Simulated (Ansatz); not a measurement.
A structure relaxed at r2SCAN/def2-SVPD in Ansatz, charge -1, doublet:

```xyz
6

K     1.104    0.949   -3.854
K     2.381   -2.210    2.445
K     1.624    1.750    0.567
K    -0.493   -2.180   -0.971
K    -2.741    1.801   -1.090
K    -1.874   -0.110    2.903
```

Task: Give its formula.

Result: K₆⁻.

Task: Summarise the bond lengths by kind (pairs closer than 1.2 times the sum of covalent radii, bridged metal pairs left out).

Result: 12 × K–K 4.45 to 4.81 Å.

The charge -1 doublet is spin-contaminated (final ⟨S²⟩ up to 1.38, 0.75 for a pure state). The relaxation made no stability test and no search for a lower SCF solution. Another isomer (doublet) lies 0.03 eV lower at PBE0/def2-TZVPD; other spin states weren't run for this one.
